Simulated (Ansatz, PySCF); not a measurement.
Gas-phase reaction in SMILES: COBOC [dimethoxyborane] -> CO[B]OC + H atom (the B-H bond at the site shown breaks; other sites are not compared here)
Each molecule is optimised on its own at B3LYP-D3(BJ)/def2-TZVP (Ansatz, an electronic-structure program), one conformer each, not searched for the lowest. Frequencies are from Ansatz.
Geometry of the first species:
```xyz
12

B      0.1629     0.7393     0.2257
O      0.7528    -0.4510    -0.0634
C      2.1594    -0.6318     0.0074
O     -1.1821     0.8705     0.1461
C     -2.0056    -0.2281    -0.2401
H      0.8032     1.6932     0.5545
H      2.6654     0.2863     0.3142
H      2.5289    -0.9350    -0.9732
H      2.3807    -1.4214     0.7269
H     -1.7481    -0.5755    -1.2423
H     -1.8962    -1.0615     0.4562
H     -3.0366     0.1207    -0.2301
```
Charge 0, spin multiplicity 1.

Property: bond dissociation energy (enthalpy at 298 K, with B3LYP-D3(BJ) rigid-rotor harmonic-oscillator terms), in kJ/mol. Cores are frozen in the correlated levels unless marked. UHF or UKS for open shells. Spin-orbit coupling is left out. No relativistic terms. Basis-set limits of correlation are two-point, X^-3; Hartree-Fock from the larger set. [CCSD(T)-MP2]/basis is that difference in the basis named.

```csv
level,program,bond dissociation energy (kJ/mol)
HF-D3(BJ)/def2-TZVPD,PySCF + dftd3,359.7
```

**Question.** What does RI-MP2/CBS(cc-pVTZ,cc-pVQZ)+[CCSD(T)-MP2]/cc-pVTZ (Ansatz) give?

**Answer.** 452.8 kJ/mol
